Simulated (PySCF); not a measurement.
# Te+: ionisation energy

Te+ [Kr] 4d10 5s2 5p3 (4S) → Te(2+) [Kr] 4d10 5s2 5p2 (3P), as a difference of total energies. Computed with PySCF 2.14 in x2c-TZVPall, with the spin-free X2C one-electron Hamiltonian (Gaussian nucleus). Correlated levels: valence: [Kr] 4d10 frozen. The calculations carry no spin-orbit coupling.

```
           method  ionisation energy (eV)
              UHF                  18.361
            B3LYP                  18.764
             TPSS                  18.765
    MP2 (valence)                  18.753
SCS-MP2 (valence)                  18.634
```

**Question.** How much does correlation contribute at MP2 (valence)?

**Answer.** 18.753 − (18.361) = 0.392 eV, measured against UHF.

The reference lies between the lowest fine-structure levels, while these numbers refer to the centres of the terms.

Errors of the correlated levels include the incompleteness of this basis and the frozen core.

For comparison: 18.6 ± 0.4 eV (measured; NIST Atomic Spectra Database, ionization energies).
